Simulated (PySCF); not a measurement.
# Telling isomers of C7H10OSi apart by NMR

Computed data (PySCF 2.14): structure optimised with PBE0-D3(BJ)/def2-SVP, NMR shieldings at PBE0/pcSseg-1/GIAO. No relativistic terms, in vacuum, one conformer, averaged over atoms made equivalent by symmetry, fast rotation or ring inversion.

Referencing at the same level of theory: TMS for 1H (31.27 ppm) and 13C (184.41 ppm). Where no couplings were computed, multiplicities follow the n + 1 count of equivalent neighbours, and m marks all less simple cases (inequivalent or close neighbours, rings, F or P nearby). Shifts are as computed. Against solution values, carbons near 30 ppm lie about +2 ppm off and those near 130 ppm about +5 ppm. Of 1211 compounds with measured shifts, 218 miss one by over three times the rms of a fit or turn the order of signals round; such compounds aren't used in these exercises.

(1) Tabulate the signals of `C#C[C@@H]1C[Si@H]1/C=C/OC`, `Cc1ccc(O[SiH3])cc1`, `C#C[C@@H]1C[Si@@H]1/C=C\OC` and their relative energies.

(2) What is the quickest way to tell C#C[C@@H]1C[Si@H]1/C=C/OC from Cc1ccc(O[SiH3])cc1?

(3) What is the quickest way to tell Cc1ccc(O[SiH3])cc1 from C#C[C@@H]1C[Si@@H]1/C=C\OC?

(4) What is the quickest way to tell C#C[C@@H]1C[Si@H]1/C=C/OC from C#C[C@@H]1C[Si@@H]1/C=C\OC?

## Answers

(1) 
| SMILES | carbon types | δC | δH | E rel. (kcal/mol) |
| --- | --- | --- | --- | --- |
| C#C[C@@H]1C[Si@H]1/C=C/OC | 1×C 4×CH 1×CH2 1×CH3 | 167.7, 90.2, 84.1, 69.5, 53.6, 2.1, 1.8 | 6.68 (d, 1H), 4.27 (m, 1H), 3.56 (m, 1H), 3.48 (s, 3H), 1.69 (d, 1H), 1.14 (m, 1H), 1.05 (m, 1H), 0.63 (m, 1H) | 101.5 |
| Cc1ccc(O[SiH3])cc1 | 2×C 4×CH 1×CH3 | 160.3, 135.7, 134.6, 121.3, 22.3 | 7.20 (d, 2H), 6.85 (d, 2H), 5.03 (s, 3H), 2.31 (s, 3H) | 0.0 |
| C#C[C@@H]1C[Si@@H]1/C=C\OC | 1×C 4×CH 1×CH2 1×CH3 | 171.3, 91.9, 90.7, 69.6, 58.5, 6.2, -2.4 | 6.89 (d, 1H), 4.31 (m, 1H), 3.68 (m, 1H), 3.62 (s, 3H), 1.73 (d, 1H), 1.35 (m, 1H), 0.80 (m, 1H), 0.60 (m, 1H) | 103.0 |

Energies are electronic energies at PBE0/pcSseg-1 on these geometries, without zero-point or thermal terms, each for the one conformer computed, which needn't be the lowest.

(2) Count the carbon signals: 7 against 5. The first has a three-membered-ring carbon (CH) at 2.1 ppm, the second an aromatic carbon bearing oxygen (C) at 160.3 ppm. Their most deshielded carbons lie at 167.7 and 160.3 ppm. In the proton spectra the most deshielded non-exchanging signals are 6.68 (d, 1H) and 7.20 (d, 2H).

(3) Count the carbon signals: 5 against 7. The first has an aromatic carbon bearing oxygen (C) at 160.3 ppm, the second a three-membered-ring carbon (CH2) at 6.2 ppm. Their most deshielded carbons lie at 160.3 and 171.3 ppm.

(4) Both give the same number of carbon signals, with the same numbers of each carbon type, so the positions decide. The first has a β carbon of an enol-ether or enamine type C=C (CH) at 84.1 ppm, the second a β carbon of an enol-ether or enamine type C=C (CH) at 91.9 ppm. Their most deshielded carbons lie at 167.7 and 171.3 ppm.
